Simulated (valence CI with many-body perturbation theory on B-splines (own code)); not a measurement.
Nd²⁸⁺: key properties

Level of theory: relativistic CI+MBPT: four valence electrons over a frozen Dirac-Fock core [Ar] 3d10, a basis of 11 s, 11 p, 10 d, 8 f, 5 g, 2 h functions for each j, with the one-electron correlation potential Σ1, the two-electron term Σ2, the three-electron term Σ3, Breit, model QED; selected CI, second order for the rest, scaled by the run's own slope (own B-spline code, finite nucleus).

The last digits are not significant, and no measured levels were compared; by estimate large intervals hold to a few tenths of a per cent, small ones and those within an open d or f shell to about a per cent. Among the levels kept, up to 340 cm⁻¹ of a level comes from second order outside the variational space, and about a tenth of that is noise between levels of different J, which matters for small intervals.

Levels are named by their leading jj configuration (3d3/2^4 stands for four electrons in 3d with j = 3/2), which in mixed levels can hold well under half, so a name can repeat and another be missing.

Rates and lifetimes use the calculated energies. Strong lines usually hold to 10 to 20 %, long lifetimes can be off by a factor of two.

Question: What is the ground level?

Answer: (4s^2 4p1/2^2) J=0, composition 74 % 4s²4p² ³P + 25 % 4s²4p² ¹S.

Question: How well does LS coupling describe the low levels?

Answer: Among the lowest 20 levels the leading LS term, summed over configurations, holds 64 % on average. For single configurations the figures are 60 % in LS and 86 % in jj coupling. Terms mix most in the J = 1 level at 1088600 cm⁻¹, where the leading one holds 38 %.

Question: Name the longest-lived excited levels whose lifetime is computed, and their main decay.

Answer: (4s^2 4p1/2 4p3/2) J=2 at 244210 cm⁻¹ lives 614 μs, mostly by E2 to (4s^2 4p1/2^2) J=0; (4s^2 4p3/2 4d5/2) J=4 at 1372700 cm⁻¹ lives 7.91 μs, mostly by M1 to (4s^2 4p1/2 4d5/2) J=3; (4s^2 4p1/2 4p3/2) J=1 at 219770 cm⁻¹ lives 7.06 μs, mostly by M1 to (4s^2 4p1/2^2) J=0.

Question: Where does the other parity begin?

Answer: At (4s 4p1/2^2 4p3/2) J=2, 721750 cm⁻¹.

Question: What is the ionisation energy?

Answer: 1050.1 eV; NIST lists 1049 ± 4 eV (theoretical).

Question: Among levels below 2878200 cm⁻¹, which E1 lines absorb most strongly from the ground level?

Answer: to (4s^2 4p1/2 4d3/2) J=1 at 8.432 nm, f = 1.43; to (4s 4p1/2^2 4p3/2) J=1 at 12.39 nm, f = 0.438; to (4s 4p1/2 4p3/2^2) J=1 at 9.186 nm, f = 0.199.
